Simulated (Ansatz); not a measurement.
Ni2Br4, relaxed as a singlet with RKS PBE0-D4/def2-SVP in Ansatz, starting from the GFN2-xTB geometry. Force threshold 0.02 eV/Å.

The restricted singlet is unstable towards broken spin symmetry in Hartree–Fock (as tested in another run); at PBE0-D4/def2-SVP this wasn't settled. The relaxation made no stability test and no search for a lower SCF solution. At PBE0-D4/def2-SVP a quintet of charge 0 lies 2.34 eV below the restricted singlet, each at its own geometry. Another isomer (singlet) lies 0.05 eV lower at PBE0-D4/def2-TZVP.

Start:

```xyz
6

Ni   -1.083   -1.344   -1.900
Ni    0.249    0.315    0.434
Br   -0.191    0.584   -1.920
Br   -0.493    1.560    2.045
Br    2.213    0.764    1.221
Br   -0.695   -1.880    0.120
```

```json
{"step": "1", "energy (eV)": "-362184.6908", "largest force component (eV/Å)": "1.343", "SCF passes": "46"}
{"step": "2", "energy (eV)": "-362185.0963", "largest force component (eV/Å)": "0.241", "SCF passes": "44"}
{"step": "3", "energy (eV)": "-362185.1306", "largest force component (eV/Å)": "0.187", "SCF passes": "47"}
{"step": "4 (rejected)", "energy (eV)": "-362185.1152", "largest force component (eV/Å)": "0.528", "SCF passes": "57"}
{"step": "5", "energy (eV)": "-362185.1392", "largest force component (eV/Å)": "0.073", "SCF passes": "50"}
{"step": "6", "energy (eV)": "-362185.1473", "largest force component (eV/Å)": "0.148", "SCF passes": "51"}
{"step": "7", "energy (eV)": "-362185.1575", "largest force component (eV/Å)": "0.255", "SCF passes": "50"}
{"step": "8", "energy (eV)": "-362185.1673", "largest force component (eV/Å)": "0.360", "SCF passes": "50"}
{"step": "9", "energy (eV)": "-362185.1809", "largest force component (eV/Å)": "0.234", "SCF passes": "47"}
{"step": "10", "energy (eV)": "-362185.1812", "largest force component (eV/Å)": "0.185", "SCF passes": "47"}
{"step": "11", "energy (eV)": "-362185.1925", "largest force component (eV/Å)": "0.147", "SCF passes": "48"}
{"step": "13", "energy (eV)": "-362185.2270", "largest force component (eV/Å)": "0.447", "SCF passes": "46"}
{"step": "15", "energy (eV)": "-362185.3401", "largest force component (eV/Å)": "0.521", "SCF passes": "54"}
{"step": "17", "energy (eV)": "-362185.7209", "largest force component (eV/Å)": "0.669", "SCF passes": "54"}
{"step": "19", "energy (eV)": "-362186.0552", "largest force component (eV/Å)": "0.381", "SCF passes": "52"}
{"step": "21", "energy (eV)": "-362186.3080", "largest force component (eV/Å)": "0.191", "SCF passes": "45"}
{"step": "23", "energy (eV)": "-362186.4757", "largest force component (eV/Å)": "0.185", "SCF passes": "43"}
{"step": "25", "energy (eV)": "-362186.5684", "largest force component (eV/Å)": "0.099", "SCF passes": "41"}
{"step": "27", "energy (eV)": "-362186.5991", "largest force component (eV/Å)": "0.090", "SCF passes": "43"}
{"step": "29", "energy (eV)": "-362186.6012", "largest force component (eV/Å)": "0.022", "SCF passes": "41"}
{"step": "30", "energy (eV)": "-362186.6014", "largest force component (eV/Å)": "0.012", "SCF passes": "44"}
```

Force components are those of the run's own axes.

End:

```xyz
6

Ni   -1.006    0.058   -1.001
Ni    0.905   -0.122    1.087
Br   -1.143   -0.449   -3.138
Br   -0.975    1.154    1.075
Br    2.324    1.204    2.121
Br   -0.107   -1.845   -0.144
```

Bonds lost: Ni2–Br3 (atoms count from 1). Bonds formed: Ni1–Br4 (atoms count from 1).

No frequencies were taken in this run, so the end may be a saddle point.

Run time 4 min (4 threads of Intel Xeon Platinum 8559C on a shared host), peak host memory 0.94 GiB.
